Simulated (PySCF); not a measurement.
**Electron correlation in Se⁺ (selenium, charge +1)**

[Ar] 3d10 4s2 4p3, high-spin 4S determinant. All numbers are calculated (PySCF 2.14, scalar relativity by spin-free X2C-1e, in cc-pVDZ-DK (5s4p2d, 27 functions)). Frozen: [Ar] 3d10; 5 electrons correlated.

MP2 pair energies summed by pair of shells (mhartree):

| pair | energy | share (%) |
| --- | --- | --- |
| 4s-4p | -36.71 | 65.3 |
| 4p-4p | -13.12 | 23.3 |
| 4s-4s | -6.38 | 11.3 |

Total MP2 correlation energy: -56.21 mhartree.

Same-spin part -15.07 and opposite-spin part -41.14 mhartree; SCS-MP2 scales them by 1/3 and 6/5 to -54.39 mhartree.

```
  level  correlation energy (mhartree)
   CCSD                         -70.88
    (T)                          -0.62
CCSD(T)                         -71.50
```

Diagnostics: T1 = 0.0012, D1 = 0.0033, largest double amplitude 0.057.

Task: Is a single reference adequate?

Result: Yes, within this model without spin-orbit coupling: T1 lies below 0.03 and no double amplitude reaches 0.07.
